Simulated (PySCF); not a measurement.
**How methods differ on the ionisation energy of F⁺**

F⁺ [He] 2s2 2p4 (3P) → F²⁺ [He] 2s2 2p3 (4S), as a difference of total energies. Calculation: PySCF 2.14, in def2-QZVPPD (8s5p4d2f1g, 66 functions); the non-relativistic Hamiltonian (point nucleus). Correlated levels: valence: 1s2 frozen. The calculations carry no spin-orbit coupling.

```json
{"method": "UHF", "ionisation energy (eV)": "33.401"}
{"method": "MP2 (valence)", "ionisation energy (eV)": "34.744"}
{"method": "SCS-MP2 (valence)", "ionisation energy (eV)": "34.875"}
{"method": "CCSD (valence)", "ionisation energy (eV)": "34.780"}
{"method": "CCSD(T) (valence)", "ionisation energy (eV)": "34.809"}
```

A first-order spin-orbit estimate (lowest level to lowest level, LS coupling) adds 0.020 eV.

Errors of the correlated levels include the incompleteness of this basis and the frozen core.

Task: Which method comes closest to the reference value, and which is furthest?

Result: The reference is 34.971 eV (measured; NIST Atomic Spectra Database, ionization energies). Closest: SCS-MP2 (valence) (error -0.076 eV); furthest: UHF (error -1.550 eV), both after the spin-orbit estimate.
